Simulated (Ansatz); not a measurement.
Molecule (SMILES): [Al][Cl] (Al-Cl) (closed-shell singlet).
Geometry (B3LYP-D3(BJ)/def2-TZVP, fixed):
```xyz
2

Al     0.0000     0.0000    -1.2241
Cl     0.0000     0.0000     0.9361
```

Basis-set convergence of the dipole moment at CCSD(T) with Ansatz (a first-principles code). Dipoles come from the density behind the forces; the sign is taken along the dipole that this method gives in the largest set. The reference of a correlated method is not its basis-set limit, which lies further on. Cartesian d functions, on some or all atoms, in 6-31G**; all else is spherical. Cores are frozen. No added dispersion term, no relativity. Reference: the value in aug-pcseg-3, 1.735 D, itself unsure by roughly 0.005 D (its mean distance from aug-cc-pV(Q+d)Z, def2-QZVPPD).

```tsv
basis	functions	dipole moment (D)
STO-3G	18	___
3-21G	26	2.717
pcseg-0	26	___
6-31G**	38	1.824
cc-pV(D+d)Z	46	1.498
pcseg-2	68	___
cc-pV(T+d)Z	78	1.586
def2-TZVPD	89	___
pcseg-3	128	1.733
```

**Question.** What belongs in the gaps?

**Answer.** 
- STO-3G, dipole moment (D): 4.468
- pcseg-0, dipole moment (D): 2.467
- pcseg-2, dipole moment (D): 1.913
- def2-TZVPD, dipole moment (D): 1.686
